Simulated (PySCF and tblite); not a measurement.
Results of a calculation; reference values are marked as such.
Conformers and averaged properties: C6H9NOSi, numbered as in [N:1]#[C:2][C@@H:3]1[CH2:4][C@H:5]([SiH3:6])[CH2:7][C:8]1=[O:9]

Level: LC-wPBE-D3(BJ)/pcSseg-1 (IEF-PCM, tetrahydrofuran)//GFN2-xTB, thermal terms from GFN2-xTB, symmetry numbers and mirror pairs counted. Conformers within 2.5 kcal/mol (GFN2-xTB free energy) were kept, 6 at most. GIAO shieldings: LC-wPBE/pcSseg-1 (IEF-PCM, tetrahydrofuran). Shifts are against TMS (¹H), TMS (¹³C), TMS (²⁹Si) at the same level; of two unlike H on one atom, a is the less shielded. Codes: tblite and PySCF.

The 5-ring runs over atoms 3–4–5–7–8.

```
conformer                                                  shape  symmetry  E(GFN2) kcal/mol  E(DFT) kcal/mol  G(298.15 K) kcal/mol  weight %  dipole D
        1   5-ring envelope (ring torsions 38, -36, 19, 4, -26°)        C1              0.00             0.00                  0.00      98.6      6.70
        2  5-ring envelope (ring torsions -36, 33, -18, -5, 26°)        C1              0.13             2.11                  2.50       1.4      6.67
```

Weights (%) against temperature:

```csv
T (K),1,2,S(mix) cal/mol/K
250,99.3,0.7,0.09
298.15,98.6,1.4,0.15
350,97.6,2.4,0.23
```

Averaged shifts at 298.15 K. ¹H: 3.83 (H6, 3H), 3.15 (H3, 1H), 2.78 (H4a, 1H), 2.55 (H7a, 1H), 2.28 (H7b, 1H), 2.08 (H4b, 1H), 1.48 (H5, 1H) ppm. ¹³C: 226.0 (C8), 132.5 (C2), 46.0 (C7), 38.6 (C3), 35.8 (C4), 17.3 (C5) ppm. ²⁹Si: -59.6 (Si6) ppm.

Coordinates of conformer 1 (Å):

```xyz
18

N     3.665   -0.319    1.355
C     2.745   -0.441    0.688
C     1.558   -0.549   -0.118
C     0.694    0.722   -0.076
C    -0.743    0.213   -0.218
Si   -2.067    1.476    0.325
C    -0.731   -1.075    0.604
C     0.637   -1.674    0.390
O     0.962   -2.813    0.553
H     1.856   -0.807   -1.141
H     0.966    1.427   -0.861
H     0.829    1.219    0.888
H    -0.904   -0.060   -1.267
H    -3.384    0.873    0.127
H    -1.915    2.679   -0.491
H    -1.843    1.776    1.739
H    -0.820   -0.859    1.673
H    -1.516   -1.782    0.341
```

Coordinates of conformer 2 (Å):

```xyz
18

N    -0.882   -1.825    2.359
C    -1.133   -1.222    1.421
C    -1.438   -0.487    0.220
C    -0.486   -0.845   -0.929
C     0.631    0.204   -0.857
Si    2.026   -0.236    0.385
C    -0.109    1.474   -0.439
C    -1.228    1.018    0.459
O    -1.874    1.690    1.211
H    -2.492   -0.672   -0.015
H    -1.025   -0.763   -1.877
H    -0.108   -1.864   -0.843
H     1.073    0.330   -1.849
H     2.475   -1.593    0.082
H     1.528   -0.119    1.750
H     3.099    0.733    0.153
H     0.513    2.218    0.059
H    -0.579    1.964   -1.299
```

Unscaled ²⁹Si shifts at such levels can be off by tens of ppm; differences between conformers or isomers are more reliable. Shifts are unscaled: against experiment ¹³C can be off by 15 ppm or more and ¹H by 0.8 ppm.
